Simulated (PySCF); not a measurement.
Run record: geometry optimisation, `[SiH3][SiH](Cl)Cl`.

Method: PBE0-D3(BJ)/def2-SVP geometry optimisation, gas phase (PySCF 2.14.0). Start geometry: GFN2-xTB. The input is one job of a driver script: a line of settings, then coordinates in Å.

Command:
```bash
OMP_NUM_THREADS=1 python probes_run.py task.json out
```

Input:
```
{"job": {"xc": "PBE0", "basis": "def2-SVP", "d3": "d3bj", "grid": 1, "shake": 0.01, "kind": "geom"}, "charge": 0, "multiplicity": 1}
Si    -1.189280    -0.242950    -0.025220
Si     1.062980     0.174060     0.150220
Cl     2.121490    -1.176500    -0.927030
Cl     1.589450     2.019890    -0.563710
H     -1.702760    -0.155020    -1.418690
H     -1.538330    -1.542940     0.485970
H     -1.946540     0.766940     0.754120
H      1.658120     0.137380     1.491860
```

Output:
```
step   0  E = -1500.86235554  max force = 0.020065
step   1  E = -1500.86689664  max force = 0.005029
step   2  E = -1500.86723715  max force = 0.001617
step   3  E = -1500.86726415  max force = 0.000359
step   4  E = -1500.86726564  max force = 0.000356
optimisation converged
```

Energies in Eh; «max force» is the largest Cartesian gradient component in Eh/bohr.

Problem. Give the first gradient maximum in eV/Å.

Solution. With 1 Eh/bohr = 51.422 eV/Å, 1.032 eV/Å.

In short: final energy -1500.86727 Eh after 4 steps; dipole 1.59 D.

The run took 24 s of wall time on Intel Xeon Platinum 8259CL at 2.50 GHz, one thread, shared host, and the process peaked at 0.39 GiB of memory.
Labels such as C1 count atoms from 1, the log's own numbers from 0.
